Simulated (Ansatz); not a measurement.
Basis-set extrapolation for CH6AlFOSi, SMILES `[CH3][Al]([OH])[SiH2]F` (PBE0-D4/def2-TZVP geometry, frozen core, Ansatz 0.2.0). Multiplicity 1, RHF reference.

```json
{"": "HF", "def2-TZVPP": "-746.755807", "def2-QZVPP": "-746.782788"}
{"": "MP2 correlation", "def2-TZVPP": "-0.867455", "def2-QZVPP": "-0.938762"}
{"": "CCSD(T) correlation", "def2-TZVPP": "-0.938072", "def2-QZVPP": "not run"}
```

Energies in hartree. Use E(X) = E(∞) + A·exp(−7.88·√X) for Hartree–Fock and E(X) = E(∞) + B·X^(−2.97) for correlation, with X = 3 and 4, and add CCSD(T) minus MP2 of the smaller set to the MP2 limit.

Question: What is the CCSD(T) energy at the basis-set limit?

Answer: HF limit: -746.782788 + (-0.026981) × 0.13774 = -746.78650. MP2 limit: -0.938762 + (-0.071307) × 0.74074 = -0.99158. Higher-order term: -0.938072 − (-0.867455) = -0.07062. Total: -747.84870 hartree, 97.2 kcal/mol below CCSD(T)/def2-TZVPP.
